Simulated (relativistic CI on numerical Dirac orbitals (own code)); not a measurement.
Method of calculation: Dirac-Coulomb-Breit CI, KLI orbitals optimised for each configuration, model QED (radiative potential, 1s self-energy scaled to tabulated hydrogen-like ionisation energies), unscaled Slater integrals (own radial code, finite nucleus).

The strongest absorption lines from the ground level of an ion, among the configurations computed and to levels below about 157 eV (vacuum wavelength in nm, gf): 7.9882 (0.61), 8.0038 (0.83), 8.0284 (0.66), 8.0404 (0.45), 10.576 (0.72), 10.815 (0.44), 11.784 (0.53), 11.910 (0.41).

Which ion is it?
A. Ga V
B. As VII
C. Br IX
D. Br VII

C. Br IX has 27 electrons and the ground level 3s2 3p6 3d9 2D_5/2; the strongest line goes to 3s2 3p6 3d8 4f 2F°_7/2. The pattern of lines fixes the number of electrons, and along that sequence the line energies rise steadily with the charge (about as its square where n changes within one kind of shell, about linearly where n is kept but much faster in heavy ions where fine structure, which grows about as Z⁴, sets the gap, and irregularly where shells cross), which fixes Z. Configurations outside the model, such as inner-shell arrays, can give stronger lines. At this charge configurations can still be misplaced by up to about 7 % of their energy.

LS names give the leading component of a level, which can be under half, so a name can repeat, a term be missing and a line seem to break the LS rules.
